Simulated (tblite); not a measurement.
Species: C6H8OSi.
Numbering: `[CH3:1][C:2](=[O:3])[C:4]1=[CH:5][CH:6]=[CH:7][SiH2:8]1` (hydrogens: H9, H10, H11 on C1; H12 on C5; H13 on C6; H14 on C7; H15, H16 on Si8)

The geometry is computed with GFN2-xTB (gas phase).

(1) Give the optimised bond lengths and angles.

Results:

(1) 
```tsv
bond	length (Å)
C1–C2	1.512
C2=O3	1.217
C2–C4	1.455
C4=C5	1.350
C5–C6	1.449
C6=C7	1.341
C7–Si8	1.896
C4–Si8	1.896
C1–H9, C1–H10, C1–H11	1.088
C5–H12	1.081
C6–H13	1.082
C7–H14	1.077
Si8–H15, Si8–H16	1.459
```

Bonds in one row agree within 0.01 Å and their mean is given. A selection of angles:
```tsv
angle	degrees
C2–C1–H9	109.8
H9–C1–H10	109.4
H9–C1–H11	108.5
C1–C2–O3	121.9
C1–C2–C4	118.1
O3–C2–C4	120.0
C2–C4–C5	128.0
C2–C4–Si8	122.1
C5–C4–Si8	109.9
C4–C5–C6	115.9
C4–C5–H12	124.7
C6–C5–H12	119.4
C5–C6–C7	116.2
C5–C6–H13	119.5
C7–C6–H13	124.3
C6–C7–Si8	110.1
C6–C7–H14	121.9
Si8–C7–H14	128.0
C7–Si8–H15	112.4
C4–Si8–C7	87.9
C4–Si8–H15	113.5
H15–Si8–H16	114.5
```

Torsions: C1–C2–C4–C5 0° (synperiplanar); C2–C4–C5–C6 180° (antiperiplanar); C4–C5–C6–C7 0° (synperiplanar); C5–C6–C7–Si8 0° (synperiplanar); C6–C7–Si8–C4 0° (synperiplanar); C2–C4–Si8–C7 180° (antiperiplanar).

Si8 (SiH2 silicon) has angles from 87.9° to 114.5°. The 8 heavy atoms lie in one plane (0.000 Å rms). The 5-membered ring C4–C5–C6–C7–Si8 has internal angles of 87.9° to 116.2°; it is planar, 0.00 Å rms from its mean plane, widest ring torsion 0°. The C–C distances run from 1.341 Å (C6=C7, drawn double) to 1.512 Å (C1–C2, drawn single), a spread of 0.171 Å. Of the pairs four or more bonds apart, C1···H12 is among the closest relative to their van der Waals radii: 2.78 Å, 96 % of the sum of Bondi's values.

Point group: Cs (tolerance 0.08 Å). Its GFN2-xTB frequencies are all real (lowest 36 cm⁻¹). The numbers are those of one conformer.
